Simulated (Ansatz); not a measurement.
# Relaxing a trial structure of C2H5ClFGa

The starting geometry of this gas-phase singlet was optimised with GFN2-xTB.

```xyz
10

C    -1.0431   -0.1814    0.3946
C     2.4424    0.5477    1.4986
Cl    1.8781   -0.6730    2.7285
F     1.6672   -1.5406   -0.6663
Ga    0.9801   -0.2978    0.3767
H    -1.3961    0.3762   -0.4728
H    -1.3957    0.3044    1.3028
H    -1.4434   -1.1950    0.3422
H     2.3685    1.5265    1.9654
H     3.4823    0.3132    1.2730
```

Task: Predict what becomes of its bonds when it is optimised with B3LYP/def2-SVP.

Result: A bond breaks, leaving `[CH3][Ga]([F])[CH2]Cl`. Contacts that open: Cl3–Ga5 (2.55 → 2.94 Å).

The energy falls by 0.21 eV over 11 steps:

| step | E − E(last) (eV) |
| --- | --- |
| 1 | 0.212 |
| 2 | 0.064 |
| 3 | 0.016 |
| 4 | 0.008 |
| 5 | 0.002 |
| 7 | 0.000 |
| 8 | 0.000 |
| 9 | 0.000 |
| 10 | 0.000 |
| 11 | 0.000 |

Final geometry (Å):

```xyz
10

C    -1.0051   -0.1655    0.3779
C     2.3536    0.4295    1.5687
Cl    2.1827   -0.6457    3.0446
F     1.6305   -1.4524   -0.8005
Ga    0.9496   -0.3322    0.3933
H    -1.3127    0.3634   -0.5384
H    -1.3795    0.3863    1.2519
H    -1.4571   -1.1688    0.3580
H     2.2044    1.4648    1.9011
H     3.3738    0.3008    1.1861
```

No frequencies were run, so the end isn't proven a minimum. Run with Ansatz 0.2.0, 2.3 min on 2 threads of Intel(R) Xeon(R) Processor @ 2.50GHz (Skylake/Cascade Lake), with other jobs on the host.
